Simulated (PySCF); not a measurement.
A structure optimised at PBE0-D3(BJ)/def2-TZVP, used in a PySCF frequency run:

```
Si
H 1 1.4866
H 1 1.4866 2 108.58
H 1 1.4866 2 108.58 3 -117.88
Cd 1 2.4619 2 110.35 3 121.06
F 5 1.9557 2 154.92 1 -180.00
```
Charge 0, spin multiplicity 1.

Write its SMILES, formula and point group.

[F][Cd][SiH3], CdFH3Si, C3v

What are its rotational constants (standard atomic weights)?

86.025, 1.9266, 1.9266 GHz
